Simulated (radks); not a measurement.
The numbers below are computed, except where a source is named.
Problem. These are the eigenvalues of the occupied orbitals of an atom or ion with whole-number occupations (eV). Level of theory: scalar-relativistic Kohn-Sham, r2SCAN, spin-polarised, spherical densities, finite nucleus; meta-GGA in the generalised Kohn-Sham scheme; Fermi nuclear charge, rms radius of each element as measured or else 0.836 A^(1/3) + 0.57 fm (a radial shooting solver on a logarithmic mesh with Libxc functionals).

| orbital | eigenvalue |
|---|---|
| 1s down | -69578.52 |
| 1s up | -69578.50 |
| 2s up | -12048.28 |
| 2s down | -12048.00 |
| 2p up | -10536.86 |
| 2p down | -10536.65 |
| 3s down | -2796.761 |
| 3s up | -2796.760 |
| 3p up | -2347.051 |
| 3p down | -2347.030 |
| 3d up | -1828.756 |
| 3d down | -1828.616 |
| 4s up | -595.1901 |
| 4s down | -595.0066 |
| 4p up | -447.0124 |
| 4p down | -446.8591 |
| 4d up | -258.2071 |
| 4d down | -258.0173 |
| 5s up | -97.5616 |
| 5s down | -95.6221 |
| 5p up | -61.5084 |
| 5p down | -58.7127 |
| 4f up | -49.4999 |
| 4f down | -49.0444 |
| 5d up | -21.1149 |

Which element is it, and in what charge state? The configuration may be excited. Open shells, if any, are filled with parallel spins first.

Solution. Z = 74, tungsten, charge +2: W2+ in [Xe] 4f14 5d4. The list shows which subshells hold electrons but not how many an open one holds; the 1s level, -2557 hartree, gives Z - s = 71.5 by -(Z - s)^2/2, which with screening and relativity narrows Z to a few neighbours, and the depths of the outer levels then fix element, charge and occupations together.
